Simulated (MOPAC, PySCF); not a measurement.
[Zn(H)2], neutral singlet in the gas phase. 

Cartesian coordinates (Å):
```xyz
3

Zn     0.0000     0.0000     0.0000
H      0.0376     1.0609     1.1301
H     -0.0376    -1.0609    -1.1301
```
Charge 0, multiplicity 1.

All levels are single points at this geometry (PBE-D3(BJ)/def2-SVP); Pople sets use spherical d functions. Orbital energies aren't observables, and empty levels follow the basis.

```json
[
 {"level": "B3LYP-D3(BJ)/def2-TZVP in PySCF", "HOMO (eV)": "-7.84", "LUMO (eV)": "-0.96", "gap (eV)": "6.88", "dipole (D)": "0.00", "vertical IE, Delta-SCF (eV)": "–"},
 {"level": "PBE-D3(BJ)/def2-TZVP in PySCF", "HOMO (eV)": "-6.85", "LUMO (eV)": "-1.40", "gap (eV)": "5.45", "dipole (D)": "0.00", "vertical IE, Delta-SCF (eV)": "–"},
 {"level": "TPSSh-D3(BJ)/def2-TZVP in PySCF", "HOMO (eV)": "-7.49", "LUMO (eV)": "-0.94", "gap (eV)": "6.56", "dipole (D)": "0.00", "vertical IE, Delta-SCF (eV)": "–"},
 {"level": "B3LYP/6-311+G** (LANL2DZ on Zn) in PySCF", "HOMO (eV)": "-7.51", "LUMO (eV)": "-0.85", "gap (eV)": "6.66", "dipole (D)": "0.00", "vertical IE, Delta-SCF (eV)": "–"},
 {"level": "BP86/6-31G* (LANL2DZ on Zn) in PySCF", "HOMO (eV)": "-6.66", "LUMO (eV)": "-1.24", "gap (eV)": "5.43", "dipole (D)": "0.00", "vertical IE, Delta-SCF (eV)": "–"},
 {"level": "PBE/6-31G* (LANL2DZ on Zn) in PySCF", "HOMO (eV)": "-6.53", "LUMO (eV)": "-1.19", "gap (eV)": "5.33", "dipole (D)": "0.00", "vertical IE, Delta-SCF (eV)": "10.18"},
 {"level": "SVWN5/6-31G* (LANL2DZ on Zn) in PySCF", "HOMO (eV)": "-6.62", "LUMO (eV)": "-1.39", "gap (eV)": "5.23", "dipole (D)": "0.00", "vertical IE, Delta-SCF (eV)": "10.31"},
 {"level": "HF/STO-3G in PySCF", "HOMO (eV)": "-1.81", "LUMO (eV)": "5.90", "gap (eV)": "7.71", "dipole (D)": "0.00", "vertical IE, Delta-SCF (eV)": "–"},
 {"level": "PM3 in MOPAC", "HOMO (eV)": "-12.55", "LUMO (eV)": "0.41", "gap (eV)": "12.96", "dipole (D)": "0.00", "vertical IE, Delta-SCF (eV)": "–"}
]
```
